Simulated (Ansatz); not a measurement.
C₃H₉Al, charge -1, doublet, at a GFN2-xTB geometry (such geometries of metal compounds can be far from the true shape) (a state made from the parent by changing its charge; the spin is typed, not shown lowest) (a gas-phase anion, which may not be bound at this level), with bond 12-10 at 1.4 times its length; CASSCF(5,6)/6-31G run with Ansatz (a program for electronic structure).

Ansatz was given this input:
Ansatz 0.2 input:
```yaml
crystal:
  periodic: [false, false, false]
  atoms:
    - {symbol: Al, position_ang: [-0.31700592, 0.25967624, 0.46506797]}
    - {symbol: C, position_ang: [-1.20754050, -1.44616938, -0.33940898]}
    - {symbol: H, position_ang: [-0.65237729, -1.91465223, -1.16576096]}
    - {symbol: H, position_ang: [-2.21352957, -1.24446255, -0.73747428]}
    - {symbol: H, position_ang: [-1.34431372, -2.23972960, 0.41073161]}
    - {symbol: C, position_ang: [-0.02640145, 1.50537305, -1.18233384]}
    - {symbol: H, position_ang: [0.53541572, 1.05351774, -2.01343445]}
    - {symbol: H, position_ang: [0.52168831, 2.42321346, -0.92094861]}
    - {symbol: H, position_ang: [-0.97619497, 1.84750665, -1.62050333]}
    - {symbol: C, position_ang: [1.60667949, -0.36453262, 0.97491300]}
    - {symbol: H, position_ang: [2.23246703, 0.46434251, 1.33893447]}
    - {symbol: H, position_ang: [2.40610350, -1.01187784, -0.17161384]}
    - {symbol: H, position_ang: [1.60379960, -1.10663135, 1.78758563]}
basis:
  gaussian:
    orbitals: 6-31G
hamiltonian:
  xc: hf
total_charge: -1
correlation: {active_space: {window: {electrons: 5, orbitals: 6}}}
magnetization: {spin_polarized: false, initial_magnetization: 1}
```

Write the output that Ansatz gives for this input, abridged.


```
Functional definition: HF
807 factors; integrals over basis functions are off by at most 2.4e-4 eV
mean field evaluation 1: about -9810.2905 eV, gradient 2.2e1 eV
mean field evaluation 2: about -9810.2892 eV, gradient 2.2e1 eV
mean field evaluation 4: about -9812.4721 eV, gradient 2.6e0 eV
mean field evaluation 8: about -9812.5040 eV, gradient 5.2e-2 eV
mean field -9812.50399182 eV, -360.6028705454 hartree, gradient 2.3e-6 eV, S^2 0.750000; 0 other end points of the search recorded, 0 dependent functions left out
reference -9812.50399182 eV, -360.6028705454 hartree; 21, 20 occupied and 37, 38 virtual orbitals, 807 factors
state -9813.93675323 eV, -360.6555235561 hartree
1 active orbitals were swapped for others, from the solution at -9813.88100480 eV, -360.6534748388 hartree to that at -9813.93675323 eV, -360.6555235561 hartree; typed "places" are swapped only where nearly empty or full, and so, without "given_window_search", are "orbital_numbers", "shells" and a window whose orbitals a file names under [Active]
Total energy: -9813.93675323 eV, -360.6555235561 hartree
```
